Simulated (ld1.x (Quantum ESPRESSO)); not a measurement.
# Pseudopotential generation for silicon (Si): RRKJ, PBE, scalar-relativistic.

```
Element                 : silicon (Si)
Generator               : ld1.x (Quantum ESPRESSO) 7.5
Type                    : norm-conserving RRKJ (Kleinman–Bylander form)
Functional              : PBE
Relativity              : scalar-relativistic
Frozen core             : [Ne]
Valence charge          : 4
Reference configuration : 3s2 3p1.5 (charge +0.5)
Partial waves           : 3p (bound): rc 2.30 bohr; 3s (bound): rc 1.85 bohr
Local potential         : the s channel
Core correction         : none
```

All-electron outer shells of the reference configuration (PBE, scalar-relativistic, ld1.x):

| shell | level (eV) | outermost node (bohr) | outermost maximum (bohr) |
| --- | --- | --- | --- |
| 3s | -14.73 | 0.72 | 1.77 |
| 3p | -7.68 | 0.72 | 2.09 |

**Question.** Does the generator finish with these settings?

**Answer.** Yes, a potential is produced and its reference levels are reproduced.

**Question.** Estimate the cutoffs (Ry, on a coarse ladder) from which the occupation-weighted sum of valence levels, in a spherical-Bessel basis at the reference potential, stays within 10 and 1 mRy of its value at 400 Ry.

**Answer.** 18 Ry and 35 Ry.

**Question.** What does a ghost test show?

**Answer.** No extra level below or beside the all-electron valence levels (p, s, d, f tested).

**Question.** Which valence shell sets the plane-wave cutoff?

**Answer.** 3s: its level needs 35 Ry to come within 1 mRy, against 21 Ry for 3p.

**Question.** Tests: 3s2 3p2; 3s2 3p1; 3s2 3p0; 3s1 3p3; 3s1 3p0; 3s2 3p2.3; 3s0 3p4. Which has the largest error in its energy relative to the reference configuration, and how large is it?

**Answer.** 3s1 3p0, with +92 meV (all-electron minus pseudo) on +54.78 eV.
